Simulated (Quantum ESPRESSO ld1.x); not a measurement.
Task: Eu XVIII, 46 electrons, occupied as [Kr] 4d10. Method: non-relativistic Kohn-Sham, LDA (Slater exchange, VWN5 correlation), spin-polarised, spherical densities, point nucleus; relativity is left out, which matters for an element this heavy; computed with ld1.x of Quantum ESPRESSO 7.5. Some entries of the table are withheld. Estimate them.

orbital  occ.  eigenvalue (eV)  r(max) (bohr)  <1/r> (bohr^-1)
1s          2         -45902.1        0.01598            62.42
2s          2         -7614.72        0.08760            14.49
2p          6              (1)        0.06817            14.52
3s          2         -1981.76         0.2444            5.457
3p          6         -1824.36         0.2315            5.398
3d         10         -1529.99         0.1850            5.293
4s          2         -680.670         0.5488            2.423
4p          6         -618.081         0.5521            2.347
4d         10         -505.978         0.5522            2.190
5s          0         -326.907            (2)            1.243
5p          0         -301.663          1.130            1.196

Result: 
(1) 2p eigenvalue (eV): -7259.62
(2) 5s r(max) (bohr): 1.093
